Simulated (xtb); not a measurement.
GeI4, charge -1, doublet, at a GFN2-xTB geometry (a state made from the parent by changing its charge; the spin is typed, not shown lowest); GFN0-xTB run with xtb.

xtb was given this input:
```
$ xtb mol.xyz --gfn 0 --chrg -1 --uhf 1 --grad --json

# file mol.xyz
5

I     -1.01498190     2.44307870    -0.83070020
Ge    -0.00000000    -0.00000000    -0.00000000
I     -1.89317457    -1.98061983    -0.42652050
I      0.61477469     0.12473657     2.70099564
I      2.29338179    -0.58719544    -1.44377495
```

It wrote (shortened):

```
   ID    Z sym.   atoms
    1   53 I      1, 3-5
    2   32 Ge     2

           -------------------------------------------------
          |                Calculation Setup                |
           -------------------------------------------------

           -------------------------------------------------
          |                 G F N 0 - x T B                 |
           -------------------------------------------------

          ...................................................
          :                      SETUP                      :
          :.................................................:
          :  # basis functions                  50          :
          :  # atomic orbitals                  45          :
          :  # shells                           15          :
          :  # electrons                        33          :
          :  electronic temp.          300.0000000     K    :
          :  accuracy                    1.0000000          :
          :  -> integral cutoff          0.2500000E+02      :
          :  -> integral neglect         0.1000000E-07      :
          ...................................................

         :::::::::::::::::::::::::::::::::::::::::::::::::::::
         ::                     SUMMARY                     ::
         :::::::::::::::::::::::::::::::::::::::::::::::::::::
         :: total energy             -17.646549345890 Eh    ::
         :: gradient norm              0.010053513631 Eh/a0 ::
         :: HOMO-LUMO gap              2.583951769017 eV    ::
         ::.................................................::
         :: H0 energy                -16.373162964012 Eh    ::
         :: repulsion energy           0.006120124143 Eh    ::
         :: electrostat energy        -1.276842317948 Eh    ::
         :: -> Gsolv                   0.000000000000 Eh    ::
         ::    -> Gsasa                0.000000000000 Eh    ::
         ::    -> Gshift               0.000000000000 Eh    ::
         :: dispersion energy         -0.002664188073 Eh    ::
         :: short-range corr.          0.000000000000 Eh    ::
         :: add. restraining           0.000000000000 Eh    ::
         :: total charge              -1.000000000000 e     ::
         :::::::::::::::::::::::::::::::::::::::::::::::::::::

           -------------------------------------------------
          |                Property Printout                |
           -------------------------------------------------

    * Orbital Energies and Occupations

         #    Occupation            Energy/Eh            Energy/eV
      -------------------------------------------------------------
         1        2.0000           -0.6549342             -17.8217
       ...           ...                  ...                  ...
         5        2.0000           -0.5970879             -16.2476
         6        2.0000           -0.4569989             -12.4356
         7        2.0000           -0.4569989             -12.4356
         8        2.0000           -0.4569989             -12.4356
         9        2.0000           -0.4363212             -11.8729
        10        2.0000           -0.4363212             -11.8729
        11        2.0000           -0.4293680             -11.6837
        12        2.0000           -0.4293680             -11.6837
        13        2.0000           -0.4293680             -11.6837
        14        2.0000           -0.4240234             -11.5383
        15        2.0000           -0.4240234             -11.5383
        16        2.0000           -0.4240234             -11.5383
        17        1.0000           -0.3339987              -9.0886 (HOMO)
        18                         -0.2390403              -6.5046 (LUMO)
        19                         -0.2390403              -6.5046
        20                         -0.2390403              -6.5046
        21                         -0.0722430              -1.9658
        22                         -0.0722430              -1.9658
        23                         -0.0585801              -1.5940
        24                         -0.0585801              -1.5940
        25                         -0.0585801              -1.5940
        26                         -0.0482268              -1.3123
        27                         -0.0482268              -1.3123
        28                         -0.0482268              -1.3123
       ...                                ...                  ...
        45                          1.3200551              35.9205
      -------------------------------------------------------------
                  HL-Gap            0.0949585 Eh            2.5840 eV
             Fermi-level            0.0000000 Eh            0.0000 eV

     #   Z          covCN         q      C6AA      α(0)
     1  53 I        0.827    -0.348   396.659    34.403
     2  32 Ge       3.294     0.393   195.380    25.807
     3  53 I        0.827    -0.348   396.659    34.403
     4  53 I        0.827    -0.348   396.659    34.403
     5  53 I        0.827    -0.348   396.659    34.403

 Mol. C6AA /au·bohr⁶  :       8762.750697
 Mol. C8AA /au·bohr⁸  :     805184.670822
 Mol. α(0) /au        :        163.419359

Wiberg/Mayer (AO) data.
largest (>0.10) Wiberg bond orders for each atom

 ---------------------------------------------------------------------------
     #   Z sym  total        # sym  WBO       # sym  WBO       # sym  WBO
 ---------------------------------------------------------------------------
     1  53 I    1.288 --     2 Ge   0.968     3 I    0.107     4 I    0.107
                             5 I    0.107
     2  32 Ge   3.872 --     4 I    0.968     3 I    0.968     1 I    0.968
                             5 I    0.968
     3  53 I    1.288 --     2 Ge   0.968     1 I    0.107     4 I    0.107
                             5 I    0.107
     4  53 I    1.288 --     2 Ge   0.968     3 I    0.107     1 I    0.107
                             5 I    0.107
     5  53 I    1.288 --     2 Ge   0.968     4 I    0.107     3 I    0.107
                             1 I    0.107
 ---------------------------------------------------------------------------

Topologies differ in total number of bonds
Writing topology from bond orders to xtbtopo.mol

 dipole moment from electron density (au)
     X       Y       Z
  -0.0000  -0.0000   0.0000  total (Debye):    0.000

           -------------------------------------------------
          | TOTAL ENERGY              -17.646549345890 Eh   |
          | GRADIENT NORM               0.010053513631 Eh/α |
          | HOMO-LUMO GAP               2.583951769017 eV   |
           -------------------------------------------------

normal termination of xtb
```
